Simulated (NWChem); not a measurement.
Isomers of CH₄O₃Si, each optimised at PBE0/def2-SVP with NWChem, gas phase unless a solvent is named. Flexible species stand in one conformer each, which need not be the lowest. 

A: O=C[SiH](O)O
B: OC([SiH2]O)=O
C: O=CO[SiH2]O
D: O[SiH]1OCO1

Question: Rank them by orbital gap (eV), PBE0/def2-SVP, lowest first.

Answer: A (5.60), B (7.46), C (8.23), D (9.10)
